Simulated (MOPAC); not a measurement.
MOPAC input (AM1):

```
AM1 PRECISE GNORM=0.05 LET XYZ UHF MS=0.5 GEO-OK AUX(PRECISION=9) THREADS=1
C3H9BN

C     2.17646500 1   -0.35198300 1    0.10661700 1
N     0.78479800 1   -0.40990100 1   -0.00110500 1
B    -0.49677800 1    0.01747500 1   -0.03312100 1
C    -1.71156700 1   -0.98463600 1   -0.26013800 1
C    -0.79164300 1    1.58087100 1    0.16426700 1
H     2.55627500 1   -0.92973600 1    0.95628300 1
H     2.68248300 1   -0.68334600 1   -0.80669200 1
H     2.47507000 1    0.69586000 1    0.27443700 1
H    -2.28034800 1   -0.68810500 1   -1.14652600 1
H    -1.40351400 1   -2.02286900 1   -0.38318700 1
H    -2.40430500 1   -0.93010000 1    0.58500400 1
H    -1.32593000 1    1.96431800 1   -0.70980300 1
H    -1.45020800 1    1.72169600 1    1.02621400 1
H     0.10125100 1    2.18869500 1    0.31313600 1
```

Output:

```
 *******************************************************************************
 **                                                                           **
 **                              MOPAC v23.2.5                                **
 **                                                                           **
 *******************************************************************************
 ** MOPAC's Digital Object Identifier: https://doi.org/10.5281/zenodo.6511958 **
 **                                                                           **
 ** Please cite the open-source release paper for use of this MOPAC version:  **
 ** J. E. Moussa and J. J. P. Stewart (2026)                                  **
 ** MOPAC: An open-source semiempirical molecular orbital program             **
 ** J. Open Source Softw., 11(119), 8025, https://doi.org/10.21105/joss.08025 **
 *******************************************************************************

                              AM1 CALCULATION RESULTS

 *******************************************************************************
 *  AM1        - The AM1 Hamiltonian to be used
 *  GEO-OK     - OVERRIDE INTERATOMIC DISTANCE AND OTHER SAFETY CHECKS
 *  UHF        - UNRESTRICTED HARTREE-FOCK CALCULATION
 *  MS=        - IN MECI, MAGNETIC COMPONENT OF SPIN =  0.5
 *  LET        - OVERRIDE SOME SAFETY CHECKS
 *  PRECISE    - TIGHTER CRITERIA TO BE USED
 *  XYZ        - CARTESIAN COORDINATE SYSTEM TO BE USED
 *  GNORM      - EXIT WHEN GRADIENT NORM DROPS BELOW 0.050
 *  AUX        - OUTPUT AUXILIARY INFORMATION
 *******************************************************************************
AM1 PRECISE GNORM=0.05 LET XYZ UHF MS=0.5 GEO-OK AUX(PRECISION=9) THREADS=1
 C3H9BN

   ATOM   CHEMICAL          X               Y               Z
  NUMBER   SYMBOL      (ANGSTROMS)     (ANGSTROMS)     (ANGSTROMS)

     1       C          2.17646500  *  -0.35198300  *   0.10661700  *
     2       N          0.78479800  *  -0.40990100  *  -0.00110500  *
     3       B         -0.49677800  *   0.01747500  *  -0.03312100  *
     4       C         -1.71156700  *  -0.98463600  *  -0.26013800  *
     5       C         -0.79164300  *   1.58087100  *   0.16426700  *
     6       H          2.55627500  *  -0.92973600  *   0.95628300  *
     7       H          2.68248300  *  -0.68334600  *  -0.80669200  *
     8       H          2.47507000  *   0.69586000  *   0.27443700  *
     9       H         -2.28034800  *  -0.68810500  *  -1.14652600  *
    10       H         -1.40351400  *  -2.02286900  *  -0.38318700  *
    11       H         -2.40430500  *  -0.93010000  *   0.58500400  *
    12       H         -1.32593000  *   1.96431800  *  -0.70980300  *
    13       H         -1.45020800  *   1.72169600  *   1.02621400  *
    14       H          0.10125100  *   2.18869500  *   0.31313600  *

          CARTESIAN COORDINATES

    NO.       ATOM           X           Y           Z

     1         C          2.1765     -0.3520      0.1066
     2         N          0.7848     -0.4099     -0.0011
     3         B         -0.4968      0.0175     -0.0331
     4         C         -1.7116     -0.9846     -0.2601
     5         C         -0.7916      1.5809      0.1643
     6         H          2.5563     -0.9297      0.9563
     7         H          2.6825     -0.6833     -0.8067
     8         H          2.4751      0.6959      0.2744
     9         H         -2.2803     -0.6881     -1.1465
    10         H         -1.4035     -2.0229     -0.3832
    11         H         -2.4043     -0.9301      0.5850
    12         H         -1.3259      1.9643     -0.7098
    13         H         -1.4502      1.7217      1.0262
    14         H          0.1013      2.1887      0.3131

  H: (AM1): M.J.S. DEWAR ET AL, J. AM. CHEM. SOC. 107 3902-3909 (1985)
  B: (AM1): M.J.S. DEWAR ET AL, ORGANOMETALLICS, 7, 513-521 (1988)
  C: (AM1): M.J.S. DEWAR ET AL, J. AM. CHEM. SOC. 107 3902-3909 (1985)
  N: (AM1): M.J.S. DEWAR ET AL, J. AM. CHEM. SOC. 107 3902-3909 (1985)

           Empirical Formula: C3 H9 N B  =    14 atoms

      MOLECULAR POINT GROUP   :   Cs

          UHF CALCULATION, NO. OF ALPHA ELECTRONS =   15
                           NO. OF BETA  ELECTRONS =   14

          Geometry optimization using EF

          DIAGONAL MATRIX USED AS START HESSIAN

 CYCLE:     1  GRAD.:    96.965 HEAT:  7.666521
 CYCLE:     2  GRAD.:   195.353 HEAT:  14.84833
 CYCLE:     3  GRAD.:   227.053 HEAT:  11.37627
 CYCLE:     4  GRAD.:   221.910 HEAT:  17.93441
 CYCLE:     5  GRAD.:   175.331 HEAT:  8.949900
 CYCLE:     6  GRAD.:   436.247 HEAT:  47.03774
 CYCLE:     7  GRAD.:   105.222 HEAT:  8.330330
 CYCLE:     8  GRAD.:   288.517 HEAT:  20.49482
 CYCLE:     9  GRAD.:   251.092 HEAT:  22.28607
 CYCLE:    10  GRAD.:   123.947 HEAT:  8.997199
 CYCLE:    11  GRAD.:   213.589 HEAT:  14.84146
 CYCLE:    12  GRAD.:   259.514 HEAT:  21.53099
 CYCLE:    13  GRAD.:   142.531 HEAT:  8.200559
 CYCLE:    14  GRAD.:   250.467 HEAT:  25.32863
 CYCLE:    15  GRAD.:   128.783 HEAT:  7.872349
 CYCLE:    16  GRAD.:   240.082 HEAT:  19.60828
 CYCLE:    17  GRAD.:   191.885 HEAT:  11.44378
 CYCLE:    18  GRAD.:   168.405 HEAT:  15.88148
 CYCLE:    19  GRAD.:    50.275 HEAT:  1.583199
 CYCLE:    20  GRAD.:    82.981 HEAT:  3.333575
 CYCLE:    21  GRAD.:    33.107 HEAT:  1.106432
 CYCLE:    22  GRAD.:    45.936 HEAT:  1.360444
 CYCLE:    23  GRAD.:    18.475 HEAT: 0.8649509
 CYCLE:    24  GRAD.:    76.623 HEAT:  2.510110
 CYCLE:    25  GRAD.:     8.061 HEAT: 0.7730110
 CYCLE:    26  GRAD.:    44.539 HEAT:  1.315263
 CYCLE:    27  GRAD.:     2.362 HEAT: 0.7501530
 CYCLE:    28  GRAD.:     4.439 HEAT: 0.7509179
 CYCLE:    29  GRAD.:     6.335 HEAT: 0.7544910
 CYCLE:    30  GRAD.:     2.634 HEAT: 0.7421903
 CYCLE:    31  GRAD.:     0.813 HEAT: 0.7368828
 CYCLE:    32  GRAD.:     0.744 HEAT: 0.7338594
 CYCLE:    33  GRAD.:     0.558 HEAT: 0.7306258
 CYCLE:    34  GRAD.:     0.290 HEAT: 0.7303624
 CYCLE:    35  GRAD.:     0.276 HEAT: 0.7301249
 CYCLE:    36  GRAD.:     0.502 HEAT: 0.7296106
 CYCLE:    37  GRAD.:     0.880 HEAT: 0.7286282
 CYCLE:    38  GRAD.:     0.592 HEAT: 0.7279137
 CYCLE:    39  GRAD.:     0.245 HEAT: 0.7273448
 CYCLE:    40  GRAD.:     0.177 HEAT: 0.7272407
 CYCLE:    41  GRAD.:     0.055 HEAT: 0.7272095
 CYCLE:    42  GRAD.:     0.023 HEAT: 0.7272073

     GRADIENT =  0.02343 IS LESS THAN CUTOFF =  0.05000

 -------------------------------------------------------------------------------
 AM1 PRECISE GNORM=0.05 LET XYZ UHF MS=0.5 GEO-OK AUX(PRECISION=9) THREADS=1
 C3H9BN

     GEOMETRY OPTIMISED USING EIGENVECTOR FOLLOWING (EF).
     SCF FIELD WAS ACHIEVED

                              AM1 CALCULATION
                                                       MOPAC v23.2.5 Linux

          FINAL HEAT OF FORMATION =          0.72721 KCAL/MOL =       3.04264 KJ/MOL

          COSMO AREA              =        128.98 SQUARE ANGSTROMS
          COSMO VOLUME            =        113.90 CUBIC ANGSTROMS

          GRADIENT NORM           =          0.02343          =       0.00626 PER ATOM
          IONIZATION POTENTIAL    =          9.589962 EV
          ALPHA SOMO LUMO (EV)    =         -9.590  2.571
          BETA  SOMO LUMO (EV)    =         -9.711  0.107
          NO. OF ALPHA ELECTRONS  =         15
          NO. OF BETA  ELECTRONS  =         14
          MOLECULAR WEIGHT        =         69.9208         POINT GROUP:  Cs

          MOLECULAR DIMENSIONS (Angstroms)

            Atom       Atom       Distance
            H    11    H     7     5.17224
            H    14    H    10     4.28504
            H     6    H     9     3.39784

          SCF CALCULATIONS        =         43

   ATOM   CHEMICAL          X               Y               Z
  NUMBER   SYMBOL      (ANGSTROMS)     (ANGSTROMS)     (ANGSTROMS)

     1       C          2.14487614  *  -0.35684090  *   0.10373914  *
     2       N          0.77330103  *  -0.39471106  *  -0.00015299  *
     3       B         -0.46137367  *   0.02865363  *  -0.02901940  *
     4       C         -1.66682097  *  -0.93400888  *  -0.24976240  *
     5       C         -0.82633616  *   1.53810173  *   0.15579698  *
     6       H          2.50604174  *  -0.98255164  *   0.96861493  *
     7       H          2.63592038  *  -0.72984239  *  -0.83950404  *
     8       H          2.47929795  *   0.70946604  *   0.27679060  *
     9       H         -2.18980896  *  -0.57444108  *  -1.15997746  *
    10       H         -1.35672086  *  -1.99042993  *  -0.37513723  *
    11       H         -2.31877694  *  -0.82610199  *   0.64164173  *
    12       H         -1.36814456  *   1.83771168  *  -0.76480239  *
    13       H         -1.49722781  *   1.58576402  *   1.03809990  *
    14       H          0.06144885  *   2.18324692  *   0.30951485  *

                             CARTESIAN COORDINATES

   1    C        2.144876136    -0.356840902     0.103739143
   2    N        0.773301032    -0.394711063    -0.000152990
   3    B       -0.461373673     0.028653626    -0.029019403
   4    C       -1.666820973    -0.934008881    -0.249762398
   5    C       -0.826336161     1.538101732     0.155796985
   6    H        2.506041739    -0.982551640     0.968614933
   7    H        2.635920382    -0.729842395    -0.839504042
   8    H        2.479297954     0.709466041     0.276790598
   9    H       -2.189808961    -0.574441076    -1.159977464
  10    H       -1.356720864    -1.990429929    -0.375137225
  11    H       -2.318776936    -0.826101991     0.641641730
  12    H       -1.368144564     1.837711684    -0.764802389
  13    H       -1.497227811     1.585764022     1.038099896
  14    H        0.061448847     2.183246916     0.309514849

           Empirical Formula: C3 H9 N B  =    14 atoms

      MOLECULAR POINT GROUP   :   Cs

          ALPHA EIGENVALUES
 -36.13988 -31.18606 -27.54610 -26.20732 -18.41122 -15.74353 -15.38471 -14.77148
 -13.85302 -13.03193 -12.77218 -12.51987 -11.86600 -10.31412  -9.58996   2.57087
   2.81998   3.89263   4.19985   4.28558   4.33720   4.89107   4.92172   5.09655
   5.21532   5.31182   5.32692   6.66493   8.19885

           BETA EIGENVALUES
 -34.95493 -31.05032 -27.35124 -25.55020 -18.00088 -15.17106 -14.71921 -14.55235
 -13.82639 -12.84232 -12.74243 -12.30137 -11.12015  -9.71056   0.10693   2.83377
   3.00057   4.16082   4.30153   4.33939   4.48596   4.98061   5.00092   5.13947
   5.25389   5.37603   5.47612   7.01805   8.61307

              NET ATOMIC CHARGES AND DIPOLE CONTRIBUTIONS

  ATOM NO.   TYPE          CHARGE      No. of ELECS.   s-Pop       p-Pop
    1          C          -0.037184        4.0372     1.21274     2.82444
    2          N          -0.285667        5.2857     1.53418     3.75148
    3          B           0.102675        2.8973     1.13258     1.76475
    4          C          -0.245407        4.2454     1.23033     3.01507
    5          C          -0.256643        4.2566     1.23495     3.02169
    6          H           0.077150        0.9229     0.92285
    7          H           0.077162        0.9228     0.92284
    8          H           0.101721        0.8983     0.89828
    9          H           0.080057        0.9199     0.91994
   10          H           0.073858        0.9261     0.92614
   11          H           0.080054        0.9199     0.91995
   12          H           0.083273        0.9167     0.91673
   13          H           0.083270        0.9167     0.91673
   14          H           0.065683        0.9343     0.93432
 DIPOLE           X         Y         Z       TOTAL
 POINT-CHG.     1.087     0.350     0.127     1.149
 HYBRID         0.174     0.044     0.019     0.181
 SUM            1.261     0.394     0.146     1.329

          ATOMIC ORBITAL ELECTRON POPULATIONS

     Atom    s        px        py        pz
    1  C   1.21274   0.81041   1.00632   1.00771
    2  N   1.53418   1.06069   1.06943   1.62137
    3  B   1.13258   0.64808   0.71558   0.40109
    4  C   1.23033   1.00770   1.00293   1.00444
    5  C   1.23495   1.00748   1.00567   1.00854
    6  H   0.92285
    7  H   0.92284
    8  H   0.89828
    9  H   0.91994
   10  H   0.92614
   11  H   0.91995
   12  H   0.91673
   13  H   0.91673
   14  H   0.93432

                    (SZ)    =    0.500000
                    (S**2)  =    0.763616

          ATOMIC ORBITAL SPIN POPULATIONS

    Atom   Total    s     px     py     pz
         Atomic
    1  C -0.0724 -0.006 -0.024 -0.034 -0.008
    2  N  0.8972  0.062  0.035  0.738  0.061
    3  B -0.1262 -0.018 -0.024 -0.041 -0.043
    4  C  0.0605  0.009  0.032  0.015  0.005
    5  C  0.1459  0.019  0.022  0.096  0.009
    6  H  0.0151  0.015
    7  H  0.0151  0.015
    8  H  0.0964  0.096
    9  H -0.0043 -0.004
   10  H -0.0037 -0.004
   11  H -0.0043 -0.004
   12  H -0.0052 -0.005
   13  H -0.0052 -0.005
   14  H -0.0086 -0.009

 **********************
 *                    *
 * JOB ENDED NORMALLY *
 *                    *
 **********************

 == MOPAC DONE ==
```

The geometry given is a B3LYP-D3(BJ)/def2-TZVP minimum.
